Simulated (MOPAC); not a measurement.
MOPAC input (PM3):

```
PM3 PRECISE GNORM=0.05 LET XYZ GEO-OK AUX(PRECISION=9) THREADS=1
BrIn

In   -0.00000000 1   -0.00000000 1   -1.08152200 1
Br    0.00000000 1    0.00000000 1    1.51413000 1
```

Output:

```
 *******************************************************************************
 **                                                                           **
 **                              MOPAC v23.2.5                                **
 **                                                                           **
 *******************************************************************************
 ** MOPAC's Digital Object Identifier: https://doi.org/10.5281/zenodo.6511958 **
 **                                                                           **
 ** Please cite the open-source release paper for use of this MOPAC version:  **
 ** J. E. Moussa and J. J. P. Stewart (2026)                                  **
 ** MOPAC: An open-source semiempirical molecular orbital program             **
 ** J. Open Source Softw., 11(119), 8025, https://doi.org/10.21105/joss.08025 **
 *******************************************************************************

                              PM3 CALCULATION RESULTS

 *******************************************************************************
 *  PM3        - The PM3 Hamiltonian to be used
 *  GEO-OK     - OVERRIDE INTERATOMIC DISTANCE AND OTHER SAFETY CHECKS
 *  LET        - OVERRIDE SOME SAFETY CHECKS
 *  PRECISE    - TIGHTER CRITERIA TO BE USED
 *  XYZ        - CARTESIAN COORDINATE SYSTEM TO BE USED
 *  GNORM      - EXIT WHEN GRADIENT NORM DROPS BELOW 0.050
 *  AUX        - OUTPUT AUXILIARY INFORMATION
 *******************************************************************************
PM3 PRECISE GNORM=0.05 LET XYZ GEO-OK AUX(PRECISION=9) THREADS=1
 BrIn

   ATOM   CHEMICAL          X               Y               Z
  NUMBER   SYMBOL      (ANGSTROMS)     (ANGSTROMS)     (ANGSTROMS)

     1      In         -0.00000000  *  -0.00000000  *  -1.08152200  *
     2      Br          0.00000000  *   0.00000000  *   1.51413000  *

          CARTESIAN COORDINATES

    NO.       ATOM           X           Y           Z

     1        In         -0.0000     -0.0000     -1.0815
     2        Br          0.0000      0.0000      1.5141

 Br: (PM3): J. J. P. STEWART, J. COMP. CHEM. 10, 209 (1989).
 In: (PM3): J. J. P. STEWART, J. COMP. CHEM. 12, 320-341 (1991).

           Empirical Formula: In Br  =     2 atoms

      MOLECULAR POINT GROUP   :   C*v

      RHF CALCULATION, NO. OF DOUBLY OCCUPIED LEVELS = 5

          Geometry optimization using EF

          DIAGONAL MATRIX USED AS START HESSIAN

 CYCLE:     1  GRAD.:    21.202 HEAT: -15.85169
 CYCLE:     2  GRAD.:     6.163 HEAT: -17.14349
 CYCLE:     3  GRAD.:     3.965 HEAT: -17.35992
 CYCLE:     4  GRAD.:     1.299 HEAT: -17.50662
 CYCLE:     5  GRAD.:     0.719 HEAT: -17.51099
 CYCLE:     6  GRAD.:     0.084 HEAT: -17.51380
 CYCLE:     7  GRAD.:     0.052 HEAT: -17.51382
 CYCLE:     8  GRAD.:     0.003 HEAT: -17.51384

     GRADIENT =  0.00270 IS LESS THAN CUTOFF =  0.05000

 -------------------------------------------------------------------------------
 PM3 PRECISE GNORM=0.05 LET XYZ GEO-OK AUX(PRECISION=9) THREADS=1
 BrIn

     GEOMETRY OPTIMISED USING EIGENVECTOR FOLLOWING (EF).
     SCF FIELD WAS ACHIEVED

                              PM3 CALCULATION
                                                       MOPAC v23.2.5 Linux

          FINAL HEAT OF FORMATION =        -17.51384 KCAL/MOL =     -73.27789 KJ/MOL

          COSMO AREA              =         92.53 SQUARE ANGSTROMS
          COSMO VOLUME            =         78.00 CUBIC ANGSTROMS

          GRADIENT NORM           =          0.00270          =       0.00191 PER ATOM
          IONIZATION POTENTIAL    =         11.421553 EV
          HOMO LUMO ENERGIES (EV) =        -11.422 -1.681
          NO. OF FILLED LEVELS    =          5
          MOLECULAR WEIGHT        =        194.7240         POINT GROUP:  C*v

          MOLECULAR DIMENSIONS (Angstroms)

            Atom       Atom       Distance
           Br     2   In     1     2.28987
           Br     2   In     1     0.00000
           In     1   Br     2     0.00000

          SCF CALCULATIONS        =          9

   ATOM   CHEMICAL          X               Y               Z
  NUMBER   SYMBOL      (ANGSTROMS)     (ANGSTROMS)     (ANGSTROMS)

     1      In          0.00000000  *   0.00000000  *  -0.92862914  *
     2      Br          0.00000000  *   0.00000000  *   1.36123714  *

                             CARTESIAN COORDINATES

   1   In        0.000000000     0.000000000    -0.928629137
   2   Br        0.000000000     0.000000000     1.361237137

           Empirical Formula: In Br  =     2 atoms

      MOLECULAR POINT GROUP   :   C*v

                  EIGENVALUES
 -18.23118 -14.76336 -12.77193 -12.77193 -11.42155  -1.68056  -1.68056   0.11357

              NET ATOMIC CHARGES AND DIPOLE CONTRIBUTIONS

  ATOM NO.   TYPE          CHARGE      No. of ELECS.   s-Pop       p-Pop
    1         In           0.493493        2.5065     1.97448     0.53203
    2         Br          -0.493493        7.4935     1.71805     5.77544
 DIPOLE           X         Y         Z       TOTAL
 POINT-CHG.    -0.000    -0.000    -5.428     5.428
 HYBRID        -0.000     0.000     1.359     1.359
 SUM           -0.000     0.000    -4.069     4.069

          ATOMIC ORBITAL ELECTRON POPULATIONS

     Atom    s        px        py        pz
    1 In   1.97448   0.05577   0.05577   0.42049
    2 Br   1.71805   1.94423   1.94423   1.88698

 **********************
 *                    *
 * JOB ENDED NORMALLY *
 *                    *
 **********************

 == MOPAC DONE ==
```

The geometry given is a B3LYP-D3(BJ)/def2-TZVP minimum.
